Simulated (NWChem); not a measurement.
System: C₃H₇FSi; SMILES C1C(C1)[SiH2]F

Input file for NWChem:

```
start job
memory heap 200 mb stack 900 mb global 1100 mb
geometry units angstroms noautosym nocenter noautoz
  F     -0.708905     2.063229     0.179066
  Si     0.475280     0.944332     0.131039
  C     -0.157983    -0.659063    -0.537128
  C      0.517063    -1.945608    -0.106562
  C     -0.863236    -1.644156     0.365324
  H      0.954636     0.726579     1.528269
  H      1.562082     1.508877    -0.719495
  H     -0.504881    -0.639502    -1.576829
  H      0.654029    -2.719037    -0.866933
  H      1.334935    -1.891878     0.619763
  H     -1.694875    -2.210026    -0.062945
  H     -1.004310    -1.378527     1.417892
end
basis spherical
  * library 6-31+g*
end
dft
  xc pbe0
  iterations 150
end
property
  response 1 0.0
end
task dft property
```

Excerpt of the output:

```
             Northwest Computational Chemistry Package (NWChem) 7.3.0
             --------------------------------------------------------

                             Geometry "geometry" -> ""
                             -------------------------

 Output coordinates in angstroms (scale by  1.889725989 to convert to a.u.)

  No.       Tag          Charge          X              Y              Z
 ---- ---------------- ---------- -------------- -------------- --------------
    1 F                    9.0000    -0.70890500     2.06322900     0.17906600
    2 Si                  14.0000     0.47528000     0.94433200     0.13103900
    3 C                    6.0000    -0.15798300    -0.65906300    -0.53712800
    4 C                    6.0000     0.51706300    -1.94560800    -0.10656200
    5 C                    6.0000    -0.86323600    -1.64415600     0.36532400
    6 H                    1.0000     0.95463600     0.72657900     1.52826900
    7 H                    1.0000     1.56208200     1.50887700    -0.71949500
    8 H                    1.0000    -0.50488100    -0.63950200    -1.57682900
    9 H                    1.0000     0.65402900    -2.71903700    -0.86693300
   10 H                    1.0000     1.33493500    -1.89187800     0.61976300
   11 H                    1.0000    -1.69487500    -2.21002600    -0.06294500
   12 H                    1.0000    -1.00431000    -1.37852700     1.41789200

 Effective nuclear repulsion energy (a.u.)     227.6179177074

                              NWChem Property Module
                              ----------------------

                                 NWChem DFT Module
                                 -----------------

 Summary of "ao basis" -> "ao basis" (spherical)
 ------------------------------------------------------------------------------
       Tag                 Description            Shells   Functions and Types
 ---------------- ------------------------------  ------  ---------------------
 F                          6-31+g*                  8       18   4s3p1d
 Si                         6-31+g*                 10       22   5s4p1d
 C                          6-31+g*                  8       18   4s3p1d
 H                          6-31+g*                  2        2   2s

            General Information
            -------------------
          SCF calculation type: DFT
          Wavefunction type:  closed shell.
          No. of atoms     :    12
          No. of electrons :    48
           Alpha electrons :    24
            Beta electrons :    24
          Charge           :     0
          Spin multiplicity:     1
          Use of symmetry is: off; symmetry adaption is: off
          Maximum number of iterations: 150
          AO basis - number of functions:   108
                     number of shells:    56
          Convergence on energy requested:  1.00D-06
          Convergence on density requested:  1.00D-05
          Convergence on gradient requested:  5.00D-04

              XC Information
              --------------
                         PBE0 Method XC Functional
                     Hartree-Fock (Exact) Exchange  0.250
          PerdewBurkeErnzerhof Exchange Functional  0.750
            Perdew 1991 LDA Correlation Functional  1.000 local
           PerdewBurkeErnz. Correlation Functional  1.000 non-local

             Grid Information
             ----------------
          Grid used for XC integration:  medium
          Radial quadrature: Mura-Knowles
          Angular quadrature: Lebedev.
          Tag              B.-S. Rad. Rad. Pts. Rad. Cut. Ang. Pts.
          ---              ---------- --------- --------- ---------
          F                   0.50       49          13.0       434
          Si                  1.10       88          13.0       590
          C                   0.70       49          13.0       434
          H                   0.35       45          13.0       434
          Grid pruning is: on
          Number of quadrature shells:   599
          Spatial weights used:  Erf1

      Superposition of Atomic Density Guess
      -------------------------------------

 Sum of atomic energies:        -504.67413667

      Non-variational initial energy
      ------------------------------

 Total energy =    -507.441834
 1-e energy   =   -1146.398374
 2-e energy   =     411.338622
 HOMO         =      -0.345186
 LUMO         =       0.019985

   convergence    iter        energy       DeltaE   RMS-Dens  Diis-err
 ---------------- ----- ----------------- --------- --------- ---------
 d= 0,ls=0.0,diis     1   -507.4546028341 -7.35D+02  1.55D-02  5.69D-01
 d= 0,ls=0.0,diis     2   -507.4464040365  8.20D-03  6.03D-03  8.87D-01
 d= 0,ls=0.0,diis     3   -507.5187737225 -7.24D-02  1.09D-03  2.60D-02
 d= 0,ls=0.0,diis     4   -507.5207345661 -1.96D-03  5.01D-04  1.28D-03
 d= 0,ls=0.0,diis     5   -507.5208847105 -1.50D-04  1.84D-04  1.35D-04
  Resetting Diis
 d= 0,ls=0.0,diis     6   -507.5209016457 -1.69D-05  3.81D-05  5.49D-06
 d= 0,ls=0.0,diis     7   -507.5209024173 -7.72D-07  1.46D-05  1.82D-07
 d= 0,ls=0.0,diis     8   -507.5209024169  3.72D-10  7.44D-06  2.02D-07

[...]

 DFT Linear Response polarizability / au
 Frequency  =       0.0000000 / au
              X              Y              Z
 -----------------------------------------------
 X      52.9620080      3.4675159     -0.9932755
 Y       3.4675104     62.3176235     -1.0890944
 Z      -0.9932897     -1.0891018     51.6477713
 -----------------------------------------------
 Eigenvalues =      52.2754751     63.6143655     51.0375622
 Isotropic   =      55.6424676
 Anisotropic =      12.0058079
 -----------------------------------------------

 Magnetic Dipole Response Matrix (nonzero elements):

 Exiting AOResponse driver routine
```

Level: PBE0/6-31+G* (spherical d). Geometry: optimised at PBE0/def2-SVP. Not confirmed as a minimum by frequencies.
